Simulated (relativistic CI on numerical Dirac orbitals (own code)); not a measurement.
Calculated levels, Yb⁴⁷⁺

These numbers are calculated, not measured: Dirac-Coulomb-Breit CI, separate exchange-only KLI orbitals for each configuration, model QED, unscaled Slater integrals (own radial code, finite nucleus).

Configurations in the expansion (outside the closed core [Ne]): 3s2.3p6.3d5, 3s2.3p5.3d6, 3s2.3p4.3d7, 3s.3p6.3d6, 3p6.3d7, 3s.3p5.3d7, 3s2.3p6.3d4.4s, 3s2.3p6.3d4.4p, 3s2.3p4.3d6.4s, 3s2.3p5.3d5.4s, 3s2.3p6.3d4.4f, 3p6.3d6.4s, 3s2.3p6.3d3.4s2, 3s2.3p6.3d4.5s, 3p6.3d5.4s2. Levels of other configurations are missing.

The lowest level is 3s2.3p6.3d5 4P_5/2, with 27 % of that term; Hund's rules for 3s2.3p6.3d5 give 6S with J = 5/2, of which the calculation keeps J, while another term leads.

| No. | Configuration | Term | J | E (10³ cm⁻¹) | % | Next component (%) | Landé g |
| --- | --- | --- | --- | --- | --- | --- | --- |
| 1 | 3s2.3p6.3d5 | 4P | 5/2 | 0.0 | 27 | 24 2D | 1.317 |
| 2 | 3s2.3p6.3d5 | 6S | 5/2 | 344.3 | 37 | 23 2F | 1.334 |
| 3 | 3s2.3p6.3d5 | 4G | 7/2 | 437.1 | 34 | 25 2F | 1.156 |
| 4 | 3s2.3p6.3d5 | 4D | 3/2 | 448.1 | 38 | 30 4P | 1.172 |
| 5 | 3s2.3p6.3d5 | 2H | 11/2 | 449.9 | 43 | 34 4G | 1.106 |
| 6 | 3s2.3p6.3d5 | 4G | 9/2 | 489.6 | 30 | 29 2G | 1.134 |
| 7 | 3s2.3p6.3d5 | 2D | 5/2 | 514.3 | 30 | 29 4D | 1.136 |
| 8 | 3s2.3p6.3d5 | 4P | 1/2 | 535.4 | 45 | 28 2S | 1.825 |
| 9 | 3s2.3p6.3d5 | 2F | 7/2 | 551.9 | 39 | 31 2G | 1.080 |
| 10 | 3s2.3p6.3d5 | 2D | 3/2 | 667.8 | 60 | 20 4F | 0.797 |
| 11 | 3s2.3p6.3d5 | 6S | 5/2 | 772.9 | 32 | 28 2D | 1.287 |
| 12 | 3s2.3p6.3d5 | 4D | 7/2 | 838.8 | 52 | 41 4G | 1.209 |
| 13 | 3s2.3p6.3d5 | 2I | 11/2 | 845.4 | 50 | 48 4G | 1.085 |
| 14 | 3s2.3p6.3d5 | 4G | 9/2 | 859.9 | 60 | 36 2G | 1.141 |
| 15 | 3s2.3p6.3d5 | 2I | 13/2 | 886.0 | 100 |  | 1.067 |
| 16 | 3s2.3p6.3d5 | 4D | 1/2 | 890.8 | 78 | 15 2S | 0.474 |
| 17 | 3s2.3p6.3d5 | 4P | 3/2 | 898.0 | 53 | 34 4F | 1.168 |
| 18 | 3s2.3p6.3d5 | 2F | 5/2 | 911.6 | 42 | 31 4D | 1.022 |
| 19 | 3s2.3p6.3d5 | 2H | 9/2 | 951.3 | 53 | 47 4F | 1.098 |
| 20 | 3s2.3p6.3d5 | 2G | 7/2 | 972.4 | 61 | 35 2F | 0.981 |
| 21 | 3s2.3p6.3d5 | 4F | 5/2 | 984.7 | 63 | 26 2D | 1.045 |
| 22 | 3s2.3p6.3d5 | 2D | 3/2 | 994.5 | 86 | 11 4D | 0.842 |
| 23 | 3s2.3p6.3d5 | 2G | 7/2 | 1035.3 | 46 | 35 2F | 1.033 |
| 24 | 3s2.3p6.3d5 | 4P | 1/2 | 1035.4 | 40 | 37 2P | 1.771 |
| 25 | 3s2.3p6.3d5 | 2G | 9/2 | 1103.6 | 77 | 11 4F | 1.104 |
| 26 | 3s2.3p6.3d5 | 2P | 3/2 | 1222.5 | 74 | 24 2D | 1.180 |
| 27 | 3s2.3p6.3d5 | 2D | 5/2 | 1236.9 | 63 | 14 4D | 1.218 |
| 28 | 3s2.3p6.3d5 | 2F | 5/2 | 1272.9 | 31 | 27 4P | 1.178 |
| 29 | 3s2.3p6.3d5 | 4F | 7/2 | 1336.2 | 28 | 28 2F | 1.181 |
| 30 | 3s2.3p6.3d5 | 2H | 11/2 | 1350.9 | 55 | 27 2I | 1.066 |
| 31 | 3s2.3p6.3d5 | 2D | 3/2 | 1360.2 | 30 | 30 4D | 0.965 |
| 32 | 3s2.3p6.3d5 | 2G | 9/2 | 1408.7 | 57 | 17 4F | 1.111 |
| 33 | 3s2.3p6.3d5 | 2D | 5/2 | 1442.5 | 63 | 22 2F | 1.108 |
| 34 | 3s2.3p6.3d5 | 2G | 7/2 | 1469.3 | 54 | 33 2F | 1.003 |
| 35 | 3s2.3p6.3d5 | 2P | 1/2 | 1533.2 | 54 | 34 2S | 1.227 |
| 36 | 3s2.3p6.3d5 | 2D | 3/2 | 1649.0 | 74 | 18 2P | 0.869 |
| 37 | 3s2.3p6.3d5 | 2D | 5/2 | 1828.7 | 41 | 23 2F | 1.146 |
| 38 | 3p5.3d6(5D) | 6F° | 11/2 | 2708.0 | 41 | 40 4G° | 1.302 |
| 39 | 3p5.3d6(3P) | 4P° | 5/2 | 2768.4 | 30 | 30 2D° | 1.295 |
| 40 | 3p5.3d6(3F) | 4F° | 9/2 | 2781.8 | 41 | 24 6D° | 1.285 |
| 41 | 3p5.3d6(3P) | 4D° | 7/2 | 2812.3 | 45 | 19 2F° | 1.311 |
| 42 | 3p5.3d6(1D) | 2P° | 1/2 | 2852.3 | 39 | 23 2S° | 1.218 |
| 43 | 3p5.3d6(3F) | 4D° | 7/2 | 2982.8 | 29 | 26 2F° | 1.201 |
| 44 | 3p5.3d6(1S) | 2P° | 3/2 | 2991.2 | 39 | 19 4P° | 1.366 |
| 45 | 3p5.3d6(5D) | 6F° | 9/2 | 3103.3 | 52 | 15 6D° | 1.371 |

Energies count from the lowest computed level; ° marks odd parity. Percentages are summed over parent terms; the parents shown are those of the largest component, closed shells are left out there.

The mean weight of the leading LS term, summed over parents, in these 45 levels is 49 %, and that of the leading jj configuration (from the same eigenvectors) 94 %, so jj coupling describes them better and the LS labels are nominal.

At this charge energies of transitions that change n are usually good to better than 1 %, and those within a shell (Δn = 0) to a few per cent.

LS names give the leading component of a level, which can be under half, so a name can repeat, a term be missing and a line seem to break the LS rules.
